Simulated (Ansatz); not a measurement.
Cost and result for the atomization energy of C$_{3}$H$_{9}$NSn, SMILES `C[CH](C)[Sn][NH2]` (14 atoms, 13 bonds).

Cartesian coordinates in Å:
```
C 1.374 0.647 -0.066
C -0.053 0.709 -0.590
C -1.054 0.962 0.528
Sn -0.573 -1.121 -1.734
N -0.336 -2.338 -0.146
H 1.512 -0.181 0.636
H 2.108 0.514 -0.867
H 1.644 1.567 0.469
H -0.125 1.528 -1.316
H -0.821 1.888 1.071
H -2.080 1.058 0.157
H -1.053 0.152 1.264
H -0.475 -3.335 -0.189
H -0.066 -2.049 0.783
```

The species carries charge 0 and has multiplicity 1. Correlated methods include outer-core shells of Sn, which these sets cover unevenly. Sn: def2 effective core potential. Geometry: relaxed with PBE0-D4/def2-TZVP. It is one conformer, not always the lowest. Program: Ansatz. All runs use 4 threads of an Intel Xeon 6975P-C on a shared host. Times are those of one run each, without the atoms' runs, and a repeat can differ threefold. Electronic energies, without spin–orbit coupling; frozen cores. CCSD(T)/CBS adds CCSD(T) − MP2 in def2-TZVPP to the MP2 limit, and its time is that of the two runs behind it. T1 = 0.015. With those shells the extrapolation isn't a true limit.

CCSD(T)/CBS is a level of theory with its own doubt, some kJ/mol a heavy atom from the limit and from the frozen cores, so smaller differences don't rank the functionals.

```tsv
level	functions	wall time
revPBE-D4/def2-TZVPP	300	1.8 s
BLYP-D4/def2-TZVPP	300	1.9 s
BHLYP-D4/def2-TZVPP	300	2.7 s
CAM-B3LYP-D4/def2-TZVPP	300	3.1 s
PBE0-D4/def2-TZVPP	300	3.3 s
r2SCANh-D4/def2-TZVPP	300	4 s
B2PLYP/def2-TZVPP	300	5.5 s
CCSD(T)/def2-SVP	127	6.5 s
B97M-V/def2-TZVPP	300	8 s
ωB97M-V/def2-TZVPP (with forces)	300	8.5 s
MP2/def2-QZVPP	580	29 s
CCSD(T)/def2-TZVPP	300	4.2 min
CCSD(T)/CBS(def2)	–	4.7 min
```

**Question.** What atomization energy does each give, and how far from CCSD(T)/CBS? (Estimate.)

**Answer.** Ansatz gave: 
```tsv
level	atomization (kJ/mol)	difference from CCSD(T)/CBS	per bond
revPBE-D4/def2-TZVPP	5066.3	-27.3	-2.1
BLYP-D4/def2-TZVPP	5089.4	-4.2	-0.3
BHLYP-D4/def2-TZVPP	4955.7	-137.9	-10.6
CAM-B3LYP-D4/def2-TZVPP	5104.1	10.5	0.8
PBE0-D4/def2-TZVPP	5092.1	-1.5	-0.1
r2SCANh-D4/def2-TZVPP	5045.8	-47.8	-3.7
B2PLYP/def2-TZVPP	5027.9	-65.7	-5.0
CCSD(T)/def2-SVP	4804.6	-289.0	-22.2
B97M-V/def2-TZVPP	5088.8	-4.8	-0.4
ωB97M-V/def2-TZVPP (with forces)	5085.6	-8.0	-0.6
MP2/def2-QZVPP	5076.0	-17.6	-1.3
CCSD(T)/def2-TZVPP	4960.1	-133.5	-10.3
CCSD(T)/CBS(def2)	5093.6	0.0	0.0
```

From PBE to PBE0 (25 % exact exchange), in def2-TZVPP and without D4, the atomization energy moves by −80.9 kJ/mol: exact exchange takes away binding that semilocal exchange gives to molecules. At CCSD(T), def2-SVP lies −289.0 kJ/mol from the extrapolated value and def2-TZVPP −133.5 kJ/mol: correlation converges slowly with the basis, and small sets miss more of it in the bonded molecule than in its fragments. In def2-TZVPP, CCSD(T) changes the Hartree–Fock value by +1305.8 kJ/mol (the triples alone add +73.9 kJ/mol) and MP2 by +1342.7 kJ/mol; breaking electron pairs costs correlation energy, which Hartree–Fock lacks.

Spin–orbit coupling would lower the free Sn atoms strongly, and the atomization energy with them, by more than many differences here. For some Ge, Se and Sn compounds the MP2-based and the directly extrapolated limit differ by 10 to 25 kJ/mol.
